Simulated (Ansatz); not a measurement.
CH₆GeOS (`OC[S][GeH3]`) at its PBE0-D4/def2-TZVP geometry, where that method's forces vanish. Total charge 0; spin multiplicity 1.

```xyz
10

O    -1.9400    0.8100   -0.1869
C    -1.0232    0.6110    0.8411
S     0.6809    1.1731    0.4777
Ge    1.4413   -0.6220   -0.5731
H    -1.6625    0.3058   -0.9572
H    -1.3519    1.2257    1.6790
H    -0.9826   -0.4329    1.1715
H     2.8595   -0.2928   -1.0484
H     0.5405   -0.9474   -1.7827
H     1.4381   -1.8306    0.3792
```

Problem. What forces (eV/Å) does PBE-D4/def2-TZVPP give on these atoms in the Gaussian-basis code of Ansatz? (Estimate.)

Solution. The calculation gave: 
```
O1  -0.541  0.351 -0.012
C2   0.075 -0.105  0.133
S3   0.276  0.327  0.090
Ge4  0.027 -0.071 -0.034
H5   0.140 -0.261 -0.375
H6  -0.069  0.139  0.190
H7   0.033 -0.233  0.101
H8   0.145  0.034 -0.053
H9  -0.090 -0.043 -0.138
H10  0.003 -0.139  0.097
```
